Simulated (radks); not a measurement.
Results of a calculation; reference values are marked as such.
How relativity changes the ionisation of the holmium ion Ho+ ([Xe] 4f11 6s1) to Ho2+ ([Xe] 4f11). Spin-unpolarised spherical Kohn-Sham, BLYP, point nucleus unless stated (finite: rms radius 5.2022 fm), a radial shooting solver on a logarithmic mesh with Libxc functionals. A level marked "c x" has the speed of light scaled by that factor and shares open shells by 2j + 1; other Dirac levels either fill j = l - 1/2 first or share by 2j + 1.

| level | E(Ho+) (hartree) | E(Ho2+) (hartree) | IE (eV) | HOMO | <r> HOMO (bohr) |
|---|---|---|---|---|---|
| non-rel. | -12069.2007 | -12068.7929 | 11.098 | 6s | 3.901 |
| scalar-rel. | -12616.9713 | -12616.5321 | 11.951 | 6s | 3.653 |
| scalar-rel., finite nucleus | -12615.7840 | -12615.3449 | 11.950 | 6s | 3.653 |
| Dirac, 2j+1 shares | -12629.0890 | -12628.6498 | 11.952 | 6s1/2 | 3.654 |
| Dirac, low j first | -12629.1352 | -12628.6961 | 11.949 | 4f7/2 | 0.8635 |
| Dirac, 2j+1 shares, finite nucleus | -12627.8936 | -12627.4545 | 11.950 | 6s1/2 | 3.655 |
| Dirac, c x 0.75 | -13188.9851 | -13188.5082 | 12.977 | 4f7/2 | 0.9271 |
| Dirac, c x 1.25 | -12410.9752 | -12410.5489 | 11.600 | 6s1/2 | 3.750 |
| Dirac, c x 3 | -12124.8986 | -12124.4879 | 11.176 | 6s1/2 | 3.877 |

NIST Atomic Spectra Database: 11.78 eV (semi-empirical). The relativistic part of the total energy of Ho+ is -558.7 hartree (Dirac, 2j+1 shares, finite nucleus), 4.6 % of the non-relativistic value. Spin polarisation and multiplet splitting of open shells are left out at every level.

Beside tabulated values, note that relativity, absent from the non-relativistic runs, is large for the heavy elements, and spin-unpolarised runs miss the spin-polarisation part of the exchange energy of open shells.
